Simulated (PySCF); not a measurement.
BClHI, SMILES ClBI.

Geometry optimised at B3LYP-D3(BJ)/def2-TZVP. The def2 effective core potentials stand for the cores of I; spin–orbit coupling is left out.

The numbers are results of B3LYP/def2-TZVPD (PySCF), not measurements.

Symmetry labels are those of the subgroup Cs that the program uses (full group Cs).

Computed valence orbital energies around the gap with their symmetry:
| orbital | symmetry | energy (eV) |
|---|---|---|
| HOMO−7 | A' | -19.58 |
| HOMO−6 | A' | -14.18 |
| HOMO−5 | A' | -11.74 |
| HOMO−4 | A' | -10.80 |
| HOMO−3 | A" | -10.27 |
| HOMO−2 | A' | -8.68 |
| HOMO−1 | A" | -8.01 |
| HOMO | A' | -7.60 |
| LUMO | A" | -2.30 |
| LUMO+1 | A' | -0.41 |
| LUMO+2 | A' | -0.10 |
| LUMO+3 | A' | 0.36 |
